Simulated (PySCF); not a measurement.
CH4MgO, SMILES [CH3][Mg][OH]. Atoms are numbered in the order given.

```xyz
7

Mg     0.0000     0.0000     0.1014
C      0.0000     0.0000    -1.9719
H     -0.8811    -0.5087    -2.3744
H      0.8811    -0.5087    -2.3744
H      0.0000     1.0174    -2.3744
O      0.0000     0.0000     1.8656
H      0.0000     0.0000     2.8121
```
Charge 0, spin multiplicity 1.

Geometry: PBE0-D3(BJ)/def2-TZVP. The values are those of a single conformer.

These are PySCF with PBE0/pcJ-1 values and carry that method's errors.

Isotropic couplings with Fermi-contact, spin-dipole and both spin-orbit terms, one fixed conformer, no vibrational averaging. Isotopes: 13C, 1H.

```json
[
 {"pair": "C2–H3", "bonds apart": "1", "J (Hz)": "120.3"},
 {"pair": "C2–H4", "bonds apart": "1", "J (Hz)": "120.3"},
 {"pair": "C2–H5", "bonds apart": "1", "J (Hz)": "120.3"},
 {"pair": "H3–H4", "bonds apart": "2", "J (Hz)": "-14.2"},
 {"pair": "H3–H5", "bonds apart": "2", "J (Hz)": "-14.2"},
 {"pair": "H4–H5", "bonds apart": "2", "J (Hz)": "-14.2"},
 {"pair": "C2–H7", "bonds apart": "3", "J (Hz)": "?"},
 {"pair": "H3–H7", "bonds apart": "4", "J (Hz)": "?"},
 {"pair": "H4–H7", "bonds apart": "4", "J (Hz)": "?"},
 {"pair": "H5–H7", "bonds apart": "4", "J (Hz)": "?"}
]
```

### Question
Fill in the missing entries. (An estimate is asked for; the answer gives what the named calculation found.)

### Answer

- C2–H7, J (Hz): 2.4
- H3–H7, J (Hz): -0.6
- H4–H7, J (Hz): -0.6
- H5–H7, J (Hz): -0.6
